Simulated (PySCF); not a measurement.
## Computed spin Hamiltonian

C7H6ClN (charge +1 and doublet state).
Cartesian coordinates in Å at the GFN2-xTB level; atoms count from 1:
```xyz
15
C7H6ClN angstrom
N      2.8852    1.6295    1.1620
C      2.3688    0.7204    0.7166
C      1.7164   -0.4582    0.1616
C      0.3039   -0.1424   -0.1112
C     -0.2096    0.5316   -1.2000
C     -1.6222    0.6232   -1.0851
C     -2.0235    0.0357    0.0845
C     -0.8326   -0.4890    0.8087
Cl    -1.0306   -2.2873    0.8460
H      2.2626   -0.7090   -0.7551
H      1.8245   -1.2618    0.8960
H      0.3642    0.9377   -2.0159
H     -2.2636    1.0981   -1.8069
H     -3.0314   -0.0838    0.4412
H     -0.7164   -0.1366    1.8357
```

The hyperfine couplings belong to this conformer and change with its torsions.

The species is `N#CC[C+]1[CH]C=C[C@H]1Cl` [radical] (charge +1).

Computed, not measured: PySCF, UKS B3LYP, pcH-1 on C Cl H N, non-relativistic, mean-field spin-orbit, GIAO. Geometry: GFN2-xTB, one conformer, isolated ion. A GFN2-xTB geometry isn't a minimum of the functional, and hyperfine couplings can be far from their values at a DFT geometry, by a factor of two or more for some ions and for spin on atoms past the first row. Stability of the SCF solution: not tested.

```json
{
  "g1, g2, g3": "2.00172, 2.00180, 2.01389",
  "g_iso": "2.00580",
  "Form of g": "close to axial: the two nearest values differ by under 1 % of g3 − g1",
  "⟨S²⟩": "0.7593 (exact 0.7500)",
  "α and β electrons": "36, 35",
  "HOMO–LUMO gap, α and β orbitals": "4.49, 2.81 eV",
  "Total energy": "-784.95024 Eh"
}
```

Isotropic coupling and dipolar principal values T1 to T3, in MHz:

```json
{"atom": "N1", "isotope": "14N", "a_iso": "0.4", "of which spin–orbit": "0.0", "T1": "-1.6", "T2": "-1.3", "T3": "2.9", "Mulliken spin population": "0.03"}
{"atom": "C2", "isotope": "13C", "a_iso": "36.1", "of which spin–orbit": "0.0", "T1": "-3.8", "T2": "-2.8", "T3": "6.7", "Mulliken spin population": "0.01"}
{"atom": "C3", "isotope": "13C", "a_iso": "-10.9", "of which spin–orbit": "0.0", "T1": "-1.7", "T2": "0.1", "T3": "1.6", "Mulliken spin population": "-0.03"}
{"atom": "C4", "isotope": "13C", "a_iso": "32.8", "of which spin–orbit": "0.0", "T1": "-34.8", "T2": "-34.4", "T3": "69.2", "Mulliken spin population": "0.41"}
{"atom": "C5", "isotope": "13C", "a_iso": "-3.2", "of which spin–orbit": "0.0", "T1": "-11.3", "T2": "-9.6", "T3": "21.0", "Mulliken spin population": "0.09"}
{"atom": "C6", "isotope": "13C", "a_iso": "-8.1", "of which spin–orbit": "0.0", "T1": "-8.1", "T2": "-6.4", "T3": "14.4", "Mulliken spin population": "0.05"}
{"atom": "C7", "isotope": "13C", "a_iso": "34.7", "of which spin–orbit": "-0.1", "T1": "-36.6", "T2": "-35.8", "T3": "72.4", "Mulliken spin population": "0.43"}
{"atom": "C8", "isotope": "13C", "a_iso": "-19.5", "of which spin–orbit": "0.0", "T1": "-1.1", "T2": "0.2", "T3": "0.9", "Mulliken spin population": "-0.05"}
{"atom": "Cl9", "isotope": "35Cl", "a_iso": "4.7", "of which spin–orbit": "0.5", "T1": "-13.7", "T2": "-12.2", "T3": "25.8", "Mulliken spin population": "0.07"}
{"atom": "H10", "isotope": "1H", "a_iso": "24.6", "of which spin–orbit": "0.0", "T1": "-2.9", "T2": "-2.5", "T3": "5.4", "Mulliken spin population": "0.01"}
{"atom": "H11", "isotope": "1H", "a_iso": "4.2", "of which spin–orbit": "0.0", "T1": "-2.5", "T2": "-2.0", "T3": "4.5", "Mulliken spin population": "0.00"}
{"atom": "H12", "isotope": "1H", "a_iso": "-9.3", "of which spin–orbit": "0.0", "T1": "-7.1", "T2": "-3.3", "T3": "10.4", "Mulliken spin population": "-0.01"}
{"atom": "H13", "isotope": "1H", "a_iso": "-6.7", "of which spin–orbit": "0.0", "T1": "-5.9", "T2": "-3.2", "T3": "9.1", "Mulliken spin population": "0.00"}
{"atom": "H14", "isotope": "1H", "a_iso": "-31.0", "of which spin–orbit": "0.0", "T1": "-17.3", "T2": "-3.0", "T3": "20.3", "Mulliken spin population": "-0.02"}
{"atom": "H15", "isotope": "1H", "a_iso": "-0.7", "of which spin–orbit": "0.0", "T1": "-3.5", "T2": "-0.6", "T3": "4.1", "Mulliken spin population": "0.00"}
```

The Mulliken spin populations are largest on C7 (+0.43), C4 (+0.41), C5 (+0.09) and Cl9 (+0.07).

C5, the radical centre as drawn in `N#CC[C+]1[CH]C=C[C@H]1Cl`, holds a spin population of +0.09 out of 1.

Under fast tumbling the dipolar parts average out, and these isotropic splittings remain: 1 × 1H (H14, I = 1/2, 2 lines) with 1.10 mT, 1 × 1H (H10, I = 1/2, 2 lines) with 0.88 mT, 1 × 1H (H12, I = 1/2, 2 lines) with 0.33 mT, 1 × 1H (H13, I = 1/2, 2 lines) with 0.24 mT, 1 × 35Cl (Cl9, I = 3/2, 4 lines) with 0.17 mT and 1 × 1H (H11, I = 1/2, 2 lines) with 0.15 mT.

Main isotope only: 35Cl (natural samples also hold 24 % 37Cl, magnetic too, which adds its own pattern).

The 13C coupling of C2 (36.1 MHz) shows only in satellite lines or after enrichment, since that isotope makes up about 1.07 % of natural carbon.

Examples of negative spin density at the nucleus (bohr⁻³): C8 (-0.0174), C3 (-0.0097) and C6 (-0.0072).

The run took 1.9 min of wall time (grids of density and orbitals included) on one thread of an Arm Neoverse V1, no GPU, shared host, and the process peaked at 0.98 GiB of memory.
